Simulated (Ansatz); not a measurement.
System: BeCl, charge 1, singlet. BeCl+ (SMILES [Be+][Cl]).
B3LYP-D3(BJ)/def2-TZVP minimum from Ansatz (a quantum-chemistry and plane-wave program):
```xyz
2

Be     0.0000     0.0000    -1.3984
Cl     0.0000     0.0000     0.3290
```
Charge +1, spin multiplicity 1.

Total energies in def2-QZVPP, 8 correlated electrons, 6 frozen orbitals. Radicals and triplets start from unrestricted determinants; spin-orbit coupling is neglected. Cores are frozen in correlated methods. No relativity. The spin of BeCl+ ([Be+][Cl], singlet) was assumed, and the state is the lowest solution found for it.

```json
[
 {"method": "HF", "program": "Ansatz", "energy (Eh)": "-473.88142", "minus CCSDT(Q) (mEh)": "257.71"},
 {"method": "MP2", "program": "Ansatz", "energy (Eh)": "-474.11078", "minus CCSDT(Q) (mEh)": "28.35"},
 {"method": "CCSD", "program": "Ansatz", "energy (Eh)": "-474.12643", "minus CCSDT(Q) (mEh)": "12.70"},
 {"method": "CCSD(T)", "program": "Ansatz", "energy (Eh)": "-474.13801", "minus CCSDT(Q) (mEh)": "1.11"},
 {"method": "CCSDT(Q)", "program": "Ansatz", "energy (Eh)": "-474.13912", "minus CCSDT(Q) (mEh)": "0.00"}
]
```

Rough core times of Ansatz's runs on a shared machine: CCSD(T) under 20 s, CCSDT(Q) 80 s.
